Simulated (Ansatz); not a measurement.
Input for Ansatz (a quantum-chemistry and plane-wave program): R-r2SCAN/def2-TZVPP on H2OSe (SMILES O[SeH]), atoms moved off the minimum.

Ansatz 0.2 input:
```yaml
crystal:
  periodic: [false, false, false]
  atoms:
    - {symbol: Se, position_ang: [-0.27213006, -0.04604357, 0.29664742]}
    - {symbol: H, position_ang: [-1.32357910, -0.33302595, -0.61859211]}
    - {symbol: O, position_ang: [1.07264559, 0.29147379, -0.98615493]}
    - {symbol: H, position_ang: [1.04822018, 1.10520499, -1.23195580]}
basis:
  gaussian:
    orbitals: def2-TZVPP
hamiltonian:
  xc: {name: r2SCAN}
scf: {lower_state_search: off}
output: {forces: true}
```

The head of its log:

```
WARN ansatz: RAYON_NUM_THREADS=1 ignored (pool sized by the plan → 1); use --threads N
Functional definition: r2SCAN
these checks for a lower state are left out or cut short: stability, starts, cluster_reference, orbital_swaps, neighbouring_geometries, increment
integrals: 0.03 GiB planned
656 factors; their error is unknown
mean field: 0.25 GiB planned
mean field evaluation 1: about -67421.9480 eV, gradient 5.9e1 eV
mean field evaluation 2: about -67365.0619 eV, gradient 1.6e2 eV
```

### Question
What total energy does the run end on?

### Answer
-2477.9169 hartree.
